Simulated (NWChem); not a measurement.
Molecule: C$_{2}$H$_{6}$AlN; SMILES [NH2][AlH][CH]=C

```xyz
10

Al    -0.4468     0.5348     0.0000
H     -2.0356     0.5206     0.0000
C      0.5637    -1.1288     0.0000
C     -0.0684    -2.3139     0.0000
H      1.6630    -1.1629     0.0000
H      0.4640    -3.2744     0.0000
H     -1.1640    -2.3887     0.0000
N      0.3754     2.1073     0.0000
H     -0.0977     3.0043     0.0000
H      1.3790     2.2524     0.0000
```
Atoms are numbered in this order, from 1.

Structure relaxed at the PBE0/def2-SVP level.

Symmetry labels are those of Cs in the frame above (b1 and b2, or b-type labels, depend on it).

### Question
List the 4 lowest vertical singlet excitations from CAM-B3LYP/def2-SVPD, TDA (NWChem).

### Answer
```csv
state,energy (eV),oscillator strength,symmetry,leading excitation (squared amplitude)
S1,5.72,0.000,a",HOMO−1 → LUMO (0.94)
S2,6.38,0.058,a",HOMO → LUMO+1 (0.80)
S3,6.40,0.285,a',HOMO → LUMO (0.94)
S4,6.98,0.129,a',HOMO−2 → LUMO (0.92)
```
